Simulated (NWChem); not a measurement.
# C$_{2}$H$_{2}$F$_{4}$; SMILES FC(F)C(F)F

```xyz
8

F      1.0923    -1.3561     0.0787
C      0.0000    -0.6871    -0.3249
F     -1.0923    -1.3561     0.0789
C      0.0000     0.6871     0.3249
F     -1.0923     1.3561    -0.0789
F      1.0923     1.3561    -0.0787
H     -0.0002    -0.6053    -1.4264
H     -0.0002     0.6053     1.4264
```
Atoms are numbered in this order, from 1.

Computed with NWChem. Pople sets run with spherical d functions. Geometry: optimised at PBE0/def2-SVP. Atomic charges in e: unrestrained fits to the electrostatic potential beside Mulliken populations; buried atoms are poorly determined by the fit.

### Question
Estimate the computed values for Hartree-Fock/6-31G*. Quantities: ESP F1; Mulliken F1; ESP C2; Mulliken C2; ESP F3; Mulliken F3; ESP C4; Mulliken C4; ESP F5; Mulliken F5; relative RMS misfit of the potential (%).

### Answer
- ESP F1 = -0.27
- Mulliken F1 = -0.42
- ESP C2 = 0.50
- Mulliken C2 = 0.66
- ESP F3 = -0.27
- Mulliken F3 = -0.42
- ESP C4 = 0.48
- Mulliken C4 = 0.66
- ESP F5 = -0.27
- Mulliken F5 = -0.42
- relative RMS misfit of the potential (%) = 19
